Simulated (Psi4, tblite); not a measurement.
Intermolecular potential of CH4 ··· C3H6 (SMILES C and C1CC1). Monomers: optimised at B3LYP-D3(BJ) (def2-TZVP), held rigid. Orientation: lowest of the rigid-body minima from ten starts at GFN2-xTB. R is the distance of the centres of mass, along which the second monomer moves.

Computed with: GFN2-xTB (tblite); SAPT0/jun-cc-pVDZ, frozen core (Psi4).

Interaction energies in kJ/mol:

| R / Å | GFN2-xTB |
|---|---|
| 3.36 | 2.33 |
| 3.55 | -1.33 |
| 3.73 | -2.75 |
| 3.96 | -3.17 |
| 4.14 | -3.00 |
| 4.37 | -2.57 |
| 4.65 | -1.99 |
| 4.96 | -1.44 |
| 5.43 | -0.86 |
| 6.19 | -0.37 |
| 7.19 | -0.14 |
| 8.46 | -0.05 |

Q: Estimate the SAPT0/jun-cc-pVDZ values at these points.

A: 3.36: 1.70; 3.55: -1.22; 3.73: -2.26; 3.96: -2.45; 4.14: -2.24; 4.37: -1.84; 4.65: -1.37; 4.96: -0.97; 5.43: -0.57; 6.19: -0.26; 7.19: -0.10; 8.46: -0.04 (kJ/mol).
